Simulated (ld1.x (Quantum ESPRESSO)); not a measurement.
## Logarithmic derivatives: europium (Eu), PAW

* Element: Eu
* Generator: ld1.x (Quantum ESPRESSO) 7.5
* Type: PAW
* Functional: PBE
* Relativity: scalar-relativistic
* Frozen core: [Kr] 4d10
* Valence charge: 17
* Reference configuration: 4f7 5s2 5p6 5d0 6s2 6p0
* Partial waves: 5s (bound): rcut 1.75, rcutus 2.00 bohr; 6s (bound): rcut 1.75, rcutus 2.00 bohr; 5p (bound): rcut 2.15, rcutus 2.40 bohr; 6p (bound, empty): rcut 2.15, rcutus 2.40 bohr; 5d (bound, empty): rcut 3.65, rcutus 4.40 bohr; 5d channel at 0.5 Ry: rcut 3.65, rcutus 4.40 bohr; 4f (bound): rcut 1.40, rcutus 1.65 bohr; 4f channel at 0.2 Ry: rcut 1.40, rcutus 1.65 bohr
* Local potential: all-electron potential smoothed inside 2.65 bohr (lloc = -2)
* Core correction: Bessel-smoothed model core, default radius (core density twice the valence density)
* Augmentation charge: GAUSS, radius 1.30 bohr

The phase is arctan(r·u′/u) with u = r·R(r), unwrapped; energies in Ry, scanned from -5 to 5 Ry. A pole is an energy at which the radial function vanishes at the test radius. The pseudo phase is shifted by a multiple of π to meet the all-electron one at the reference energy, and phase errors are pseudo minus all-electron; the curves can meet again beyond the range given. Levels narrower than the energy grid can be missing from the lists of poles.

Q: For each channel, where are the poles, and over which energies does the pseudopotential scatter like the atom?

A:

| channel | radius (bohr) | reference energy (Ry) | poles, all-electron | poles, pseudo | unbroken range about the reference energy with phases within 0.05 rad | phase error 1 Ry above the reference energy (rad) |
| --- | --- | --- | --- | --- | --- | --- |
| s | 4.77 | -0.27 | 0.12, 2.56 | 0.12, 2.55 | below 4.0 | -0.000 |
| p | 4.77 | -0.09 | 0.64, 3.27 | 0.64, 3.24 | below 4.5 | -0.000 |
| d | 4.77 | -0.11 | 0.02, 1.69, 4.57 | 0.01, 1.21 | below 0.6 | -0.136 |
| f | 4.77 | -0.20 | -0.19, 1.33, 3.42 | -0.19, 1.33, 3.50 | below 2.1 | +0.000 |

Phases in the s channel:

```json
{"E (Ry)": "-5.00", "all-electron": "1.474", "pseudo": "1.474"}
{"E (Ry)": "-4.74", "all-electron": "1.471", "pseudo": "1.471"}
{"E (Ry)": "-4.48", "all-electron": "1.468", "pseudo": "1.468"}
{"E (Ry)": "-4.22", "all-electron": "1.464", "pseudo": "1.464"}
{"E (Ry)": "-3.96", "all-electron": "1.460", "pseudo": "1.460"}
{"E (Ry)": "-3.70", "all-electron": "1.456", "pseudo": "1.456"}
{"E (Ry)": "-3.44", "all-electron": "1.451", "pseudo": "1.451"}
{"E (Ry)": "-3.18", "all-electron": "1.446", "pseudo": "1.446"}
{"E (Ry)": "-2.92", "all-electron": "1.440", "pseudo": "1.440"}
{"E (Ry)": "-2.66", "all-electron": "1.432", "pseudo": "1.432"}
{"E (Ry)": "-2.40", "all-electron": "1.423", "pseudo": "1.423"}
{"E (Ry)": "-2.14", "all-electron": "1.413", "pseudo": "1.413"}
{"E (Ry)": "-1.88", "all-electron": "1.399", "pseudo": "1.399"}
{"E (Ry)": "-1.62", "all-electron": "1.381", "pseudo": "1.381"}
{"E (Ry)": "-1.36", "all-electron": "1.356", "pseudo": "1.356"}
{"E (Ry)": "-1.10", "all-electron": "1.316", "pseudo": "1.316"}
{"E (Ry)": "-0.84", "all-electron": "1.243", "pseudo": "1.243"}
{"E (Ry)": "-0.58", "all-electron": "1.037", "pseudo": "1.037"}
{"E (Ry)": "-0.32", "all-electron": "-0.399", "pseudo": "-0.399"}
{"E (Ry)": "-0.06", "all-electron": "-1.428", "pseudo": "-1.428"}
{"E (Ry)": "0.20", "all-electron": "-1.610", "pseudo": "-1.610"}
{"E (Ry)": "0.46", "all-electron": "-1.716", "pseudo": "-1.716"}
{"E (Ry)": "0.72", "all-electron": "-1.845", "pseudo": "-1.845"}
{"E (Ry)": "0.98", "all-electron": "-2.167", "pseudo": "-2.168"}
{"E (Ry)": "1.24", "all-electron": "-3.595", "pseudo": "-3.601"}
{"E (Ry)": "1.50", "all-electron": "-4.368", "pseudo": "-4.370"}
{"E (Ry)": "1.76", "all-electron": "-4.547", "pseudo": "-4.548"}
{"E (Ry)": "2.02", "all-electron": "-4.627", "pseudo": "-4.627"}
{"E (Ry)": "2.28", "all-electron": "-4.675", "pseudo": "-4.675"}
{"E (Ry)": "2.54", "all-electron": "-4.710", "pseudo": "-4.711"}
{"E (Ry)": "2.80", "all-electron": "-4.741", "pseudo": "-4.742"}
{"E (Ry)": "3.06", "all-electron": "-4.773", "pseudo": "-4.774"}
{"E (Ry)": "3.32", "all-electron": "-4.810", "pseudo": "-4.812"}
{"E (Ry)": "3.58", "all-electron": "-4.864", "pseudo": "-4.869"}
{"E (Ry)": "3.84", "all-electron": "-4.967", "pseudo": "-4.980"}
{"E (Ry)": "4.10", "all-electron": "-5.295", "pseudo": "-5.367"}
{"E (Ry)": "4.36", "all-electron": "-6.916", "pseudo": "-7.065"}
{"E (Ry)": "4.62", "all-electron": "-7.545", "pseudo": "-7.574"}
{"E (Ry)": "4.88", "all-electron": "-7.687", "pseudo": "-7.700"}
```
